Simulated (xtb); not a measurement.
Te(GeH3)(OSiH3) (GeH₆OSiTe), SMILES [SiH3]O[Te][GeH3]. All values are semi-empirical tight-binding results from xtb (GFN2-xTB unless named), good for trends rather than for accurate numbers. Geometry optimised at GFN2-xTB. One conformer was computed; it need not be the lowest.

Optimised geometry:

Bond lengths (Å): Te1–Ge2 2.516, Te1–O6 1.994, Ge2–H3 1.503, Ge2–H4 1.508, Ge2–H5 1.502, O6–Si7 1.614, Si7–H8 1.467, Si7–H9 1.454, Si7–H10 1.470. Angles (°): Ge2–Te1–O6 99.1, Te1–Ge2–H3 106.9, Te1–Ge2–H4 116.5, Te1–Ge2–H5 115.0, H3–Ge2–H4 105.2, H3–Ge2–H5 106.6, H4–Ge2–H5 105.8, Te1–O6–Si7 131.6, O6–Si7–H8 110.9, O6–Si7–H9 98.9, O6–Si7–H10 109.6, H8–Si7–H9 114.2, H8–Si7–H10 108.4, H9–Si7–H10 114.5.
Charge 0, spin multiplicity 1.

For metal compounds this method's bond lengths and energies can be far off.

Problem. Estimate the properties. (The exact figures need the calculation; the answer reports its results.)

Solution. 
The orbital gap is 3.04 eV and the zero-point energy comes out as 31.0 kcal/mol. The G − E(el) at 298.15 K (modified RRHO) comes out as 8.6 kcal/mol.

Problem. Give the atomic charges and the Wiberg bond orders between heavy atoms. (The exact figures need the calculation; the answer reports its results.)

Solution. charges (e) Te1 0.14, Ge2 0.10, H3 -0.02, H4 -0.01, H5 -0.01, O6 -0.44, Si7 0.52, H8 -0.10, H9 -0.08, H10 -0.10. Bond orders Te1–Ge2 0.95, Te1–O6 1.03, O6–Si7 1.13.
